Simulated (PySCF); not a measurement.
# C5H9OS2: g tensor and hyperfine couplings

Species: C₅H₉OS₂ (doublet state).
Structure used (GFN2-xTB), in Å, numbered top down from 1:
```xyz
17
C5H9OS2 angstrom
C     -2.537    0.891    0.625
S     -1.187   -0.211    1.211
O     -1.718   -1.575    1.179
C     -0.168   -0.055   -0.367
C      0.863   -1.175   -0.383
C      2.095   -0.662    0.255
C      2.015    0.713    0.745
S      0.712    1.522   -0.291
H     -2.099    1.838    0.331
H     -3.229    1.033    1.449
H     -3.048    0.415   -0.205
H     -0.844   -0.071   -1.218
H      1.070   -1.512   -1.407
H      0.441   -2.041    0.148
H      3.037   -1.162    0.128
H      2.945    1.273    0.662
H      1.646    0.789    1.775
```

The hyperfine couplings belong to this conformer and change with its torsions.

The species is `C[S@@](=O)[C@@H]1C[CH]CS1` [radical].

Computed with UKS B3LYP, pcH-1 on C H O S, non-relativistic, mean-field spin-orbit, GIAO in PySCF 2.14.0. Geometry: GFN2-xTB, one conformer, isolated molecule. A GFN2-xTB geometry isn't a minimum of the functional, and hyperfine couplings can be far from their values at a DFT geometry. No stability test was run, so a lower SCF solution isn't excluded.

* g1, g2, g3: 2.00125, 2.00285, 2.00327
* g_iso: 2.00246
* Form of g: rhombic: the two nearest values differ by 21 % of g3 − g1
* ⟨S²⟩: 0.7540 (exact 0.7500)
* HOMO–LUMO gap, α and β orbitals: 5.88, 4.25 eV
* Total energy: -1067.47291 Eh

Hyperfine couplings atom by atom, in MHz; T1 to T3 are the principal values of the dipolar part:

```json
{"atom": "C1", "isotope": "13C", "a_iso": "1.4", "of which spin–orbit": "0.0", "T1": "-0.2", "T2": "-0.2", "T3": "0.4", "Mulliken spin population": "0.00"}
{"atom": "S2", "isotope": "33S", "a_iso": "-0.1", "of which spin–orbit": "0.0", "T1": "-0.2", "T2": "0.0", "T3": "0.2", "Mulliken spin population": "0.00"}
{"atom": "O3", "isotope": "17O", "a_iso": "-1.3", "of which spin–orbit": "0.0", "T1": "-0.7", "T2": "0.2", "T3": "0.4", "Mulliken spin population": "0.00"}
{"atom": "C4", "isotope": "13C", "a_iso": "4.0", "of which spin–orbit": "0.0", "T1": "-1.3", "T2": "-0.8", "T3": "2.1", "Mulliken spin population": "0.01"}
{"atom": "C5", "isotope": "13C", "a_iso": "-27.9", "of which spin–orbit": "0.0", "T1": "-2.5", "T2": "1.2", "T3": "1.4", "Mulliken spin population": "-0.08"}
{"atom": "C6", "isotope": "13C", "a_iso": "98.4", "of which spin–orbit": "-0.1", "T1": "-80.4", "T2": "-80.0", "T3": "160.4", "Mulliken spin population": "1.01"}
{"atom": "C7", "isotope": "13C", "a_iso": "-32.1", "of which spin–orbit": "0.0", "T1": "-3.5", "T2": "0.2", "T3": "3.3", "Mulliken spin population": "-0.09"}
{"atom": "S8", "isotope": "33S", "a_iso": "4.3", "of which spin–orbit": "0.0", "T1": "-6.1", "T2": "-5.4", "T3": "11.4", "Mulliken spin population": "0.05"}
{"atom": "H9", "isotope": "1H", "a_iso": "-0.1", "of which spin–orbit": "0.0", "T1": "-0.8", "T2": "-0.5", "T3": "1.4", "Mulliken spin population": "0.00"}
{"atom": "H10", "isotope": "1H", "a_iso": "0.0", "of which spin–orbit": "0.0", "T1": "-0.4", "T2": "-0.4", "T3": "0.9", "Mulliken spin population": "0.00"}
{"atom": "H11", "isotope": "1H", "a_iso": "0.0", "of which spin–orbit": "0.0", "T1": "-0.6", "T2": "-0.5", "T3": "1.0", "Mulliken spin population": "0.00"}
{"atom": "H12", "isotope": "1H", "a_iso": "-2.6", "of which spin–orbit": "0.0", "T1": "-1.9", "T2": "-1.4", "T3": "3.4", "Mulliken spin population": "0.00"}
{"atom": "H13", "isotope": "1H", "a_iso": "97.2", "of which spin–orbit": "0.0", "T1": "-4.7", "T2": "-4.0", "T3": "8.7", "Mulliken spin population": "0.04"}
{"atom": "H14", "isotope": "1H", "a_iso": "107.8", "of which spin–orbit": "0.0", "T1": "-6.1", "T2": "-3.0", "T3": "9.1", "Mulliken spin population": "0.04"}
{"atom": "H15", "isotope": "1H", "a_iso": "-57.8", "of which spin–orbit": "0.0", "T1": "-38.1", "T2": "-0.6", "T3": "38.7", "Mulliken spin population": "-0.04"}
{"atom": "H16", "isotope": "1H", "a_iso": "34.0", "of which spin–orbit": "0.0", "T1": "-4.8", "T2": "-3.7", "T3": "8.5", "Mulliken spin population": "0.01"}
{"atom": "H17", "isotope": "1H", "a_iso": "136.7", "of which spin–orbit": "0.0", "T1": "-5.8", "T2": "-3.2", "T3": "9.1", "Mulliken spin population": "0.05"}
```

The largest Mulliken spin populations are on C6 (+1.01), C7 (-0.09) and C5 (-0.08). No atom but C6 exceeds +0.15. The positive populations add up to 1.21 and the negative ones to -0.21, together 2S = 1. The angles at C6 add up to 358.1°, so it is nearly planar; its axial dipolar tensor and the negative coupling of its proton fit spin in a p orbital normal to that plane.

Under fast tumbling the dipolar parts average out, and these isotropic splittings remain: 1 × 1H (H17, I = 1/2, 2 lines) with 4.88 mT, 1 × 1H (H14, I = 1/2, 2 lines) with 3.85 mT, 1 × 1H (H13, I = 1/2, 2 lines) with 3.47 mT, 1 × 1H (H15, I = 1/2, 2 lines) with 2.06 mT, 1 × 1H (H16, I = 1/2, 2 lines) with 1.21 mT and 1 × 1H (H12, I = 1/2, 2 lines) with 0.09 mT.

The 13C coupling of C6 (98.4 MHz) shows only in satellite lines or after enrichment, since that isotope makes up about 1.07 % of natural carbon.

Examples of negative spin density at the nucleus (bohr⁻³): C7 (-0.0285), C5 (-0.0248) and H15 (-0.0129).
